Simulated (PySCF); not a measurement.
# Input and output

Sm(SH)3 (singlet in the valence; each metal's 4f electrons, 5 of them, lie in its core potential, out of spins and levels). PySCF 2.14.0, RKS PBE, Sm lcecp-1-SVP with ECP51, S def2-SVP, H def2-SVP; non-relativistic Hamiltonian with scalar-relativistic core potentials where named; density fitting; no spin-orbit coupling. Purpose: finer grid at the relaxed geometry.

```python
mol = gto.M(atom='''
Sm    -0.00000    -0.00000     0.66801
S      2.58100     0.40228     1.00244
H      2.84933    -0.93400     1.10363
S     -1.63889     2.03407     1.00244
H     -0.61579     2.93460     1.10363
S     -0.94212    -2.43636     1.00244
H     -2.23354    -2.00059     1.10363''',
    basis={'Sm': 'lcecp-1-SVP', 'S': 'def2-SVP', 'H': 'def2-SVP'},
    ecp={'Sm': 'lcecp-1-SVP'},
    charge=0, spin=0)
mf = dft.RKS(mol, xc='PBE')
mf.grids.atom_grid = (75, 302)  # f atoms: unpruned, at least (60, 302)
mf = mf.density_fit()  # fitting sets: Sm AutoAux, S def2-universal-JKFIT, H def2-universal-JKFIT
mf.conv_tol = 1e-09; mf.max_cycle = 55
mf.kernel(dm0)  # dm0: converged density of the relaxed state
mf.nuc_grad_method().kernel()
```

Run from Python with OMP_NUM_THREADS=2; the lines above give its settings. Where DIIS fails, smearing, a level shift and second-order steps follow.
It took 38 s on 2 threads of Arm Neoverse V1 (shared host), with gradient, populations and further properties, from an already converged density.

Task: Where do the frontier levels lie, over both spins?

Result: HOMO -6.16 eV, LUMO -3.09 eV. The 4f levels lie in the core potential and are missing.

Task: What are the Mulliken charges and spins?

Result: 
| atom | charge (e) | spin (e) |
| --- | --- | --- |
| Sm1 | 0.688 | 0.000 |
| S2 | -0.335 | 0.000 |
| H3 | 0.105 | 0.000 |
| S4 | -0.335 | 0.000 |
| H5 | 0.105 | 0.000 |
| S6 | -0.335 | 0.000 |
| H7 | 0.105 | 0.000 |
The spin of the 4f electrons in the core isn't counted.

Task: What forces act on the atoms (eV/Å)?

Result: 
```
Sm   0.01  0.00  0.01
S    0.00  0.00 -0.01
H    0.00  0.00  0.00
S    0.00  0.00 -0.01
H    0.00  0.00  0.00
S    0.00  0.01 -0.01
H    0.00  0.00  0.00
```
Forces carry noise of the integration grid, about 0.01 to 0.03 eV/Å.

An lcecp potential fixes the number of 4f electrons, so in runs with it no electron can move into or out of that shell.
